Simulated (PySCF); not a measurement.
**Computed properties of CH₆N₂Si₂, SMILES N[Si@H]1C=N[SiH2]1**

CH6N2Si2, SMILES N1[SiH2][Si@@H](N)C=1. Geometry optimised at B3LYP-D3(BJ)/def2-SVP. The structure was generated by enumeration; whether it is a known compound was not checked. The values are those of a single conformer. All values are computed for the isolated molecule unless a solvent is named; none is compared with measurement here.

**Structure.** All 27 harmonic modes at B3LYP-D3(BJ)/def2-SVP (PySCF) are real, so it is a minimum. With heavy atoms numbered as in [NH2:1][Si@H:2]1[CH:3]=[N:4][SiH2:5]1, the shortest bond between them is C3–N4 at 1.290 Å and the longest Si2–Si5 at 2.363 Å.

**Vibrations.** The strongest infrared lines (harmonic, unscaled, degenerate partners summed) lie at 923 cm⁻¹ (181 km/mol, H 67 %, Si 15 %, N 10 %, C 9 %), 2209 cm⁻¹ (160 km/mol, H 96 %), 799 cm⁻¹ (140 km/mol, H 70 %, Si 20 %). The softest mode is at 106 cm⁻¹ and the zero-point energy is 45.1 kcal/mol.

**Electronic structure.** CAM-B3LYP/def2-TZVP (PySCF) places the frontier levels at -7.88 and 0.11 eV, a gap of 7.99 eV, and gives a dipole moment of 3.26 D and a mean polarisability of 76.3 bohr³. PBE/def2-TZVP (PySCF) at the same geometry gives -5.24 and -2.17 eV, so its gap is 4.92 eV narrower. An orbital gap is neither the optical nor the fundamental gap.

**Excitations.** TDDFT-PBE0/def2-SVPD (PySCF) has S1 at 3.57 eV (348 nm, f = 0.000, dark); the most intense of the 10 singlets computed lies at 6.16 eV (f = 0.04). T1 (TDA) is at 2.80 eV. TDDFT-PBE/def2-SVPD (PySCF) puts S1 at 3.37 eV. No vertical singlet excitation falls in the visible range (under 3.1 eV).

**NMR.** GIAO shifts at PBE0/pcSseg-1 (PySCF) (non-relativistic, atoms alike by connectivity averaged): ¹³C at 232.1 ppm against TMS; ¹H from 1.5 to 10.7 ppm against TMS; ²⁹Si from -13.9 to 11.5 ppm against TMS.
